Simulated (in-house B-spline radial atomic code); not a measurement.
A fraction x of an electron is removed from 4d in Te⁺, starting from [Kr] 4d10 5s2 5p3 and keeping the highest spin. Level of theory: non-relativistic B97-1, spin-polarised, spherical fractional occupations, point nucleus; calculated with a radial B-spline atomic code at the basis-set limit.

Caution: exact exchange at fractional occupations of open shells leaves self-interaction of up to several eV.

| x | E(x) - E(0) (eV) | 4d down level (eV) |
| --- | --- | --- |
| 0 | 0.0000 | -54.893 |
| 0.07 | 3.8795 | -55.949 |
| 0.13 | 7.2637 | -56.861 |
| 0.36 | 20.7479 | -60.406 |
| 0.42 | 24.4004 | -61.344 |
| 0.5 | 29.3582 | -62.603 |
| 0.61 | 36.3404 | -64.349 |
| 0.71 | 42.8553 | -65.950 |
| 0.83 | ? | ? |
| 0.91 | ? | ? |
| 1 | 62.6627 | -70.671 |

What belongs in the row x = 0.83?

An energy change of 50.8855 eV; 4d down at -67.890 eV.

What belongs in the row x = 0.91?

An energy change of 56.3689 eV; 4d down at -69.194 eV.

Check Janak's theorem between x = 0.07 and 0.13.

The slope of the energy is 56.40 eV; the orbital levels give 56.41 eV (-ε of the emptying orbital, averaged over the two points).
